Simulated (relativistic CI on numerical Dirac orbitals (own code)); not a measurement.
## Slater and spin-orbit integrals, Cr¹⁹⁺

These numbers are calculated, not measured: Dirac-Coulomb-Breit CI, separate exchange-only KLI orbitals for each configuration, QED by a radiative potential, unscaled Slater integrals (own radial code, finite nucleus).

Slater integrals F^k, G^k are unscaled and averaged over j, outside the closed core 1s2; ζ comes from projecting the Hamiltonian with its Breit term on Σ l·s of the shell.

- 2s2.2p: ζ(2p) = 56474 cm⁻¹; <r>(2p) = 0.2302, <r^2>(2p) = 0.06406 (bohr units).
- 2s.2p2: F^2(2p,2p) = 414130, G^1(2s,2p) = 444000, ζ(2p) = 55859 cm⁻¹; <r>(2s) = 0.2678, <r^2>(2s) = 0.08395, <r>(2p) = 0.2307, <r^2>(2p) = 0.06433 (bohr units).
- 2p3: F^2(2p,2p) = 412500, ζ(2p) = 55270 cm⁻¹; <r>(2p) = 0.2316, <r^2>(2p) = 0.06483 (bohr units).

Averages of the first 10 configurations, taken without configuration mixing, which lowers the lowest level and can move excited configurations by several eV; other configurations of the list can lie among them:

```
Configuration  Parity  States  Average energy above the lowest level (eV)
       2s2.2p     odd       6                                        11.4
       2s.2p2    even      30                                        75.1
          2p3     odd      20                                       156.5
       2p2.3s    even      30                                       965.8
       2p2.3p     odd      90                                       985.9
       2p2.3d    even     150                                      1004.2
       2s2.3s    even       2                                       844.8
       2s2.3p     odd       6                                       867.6
       2s2.3d    even      10                                       886.1
     2s.2p.3s     odd      24                                       896.3
```
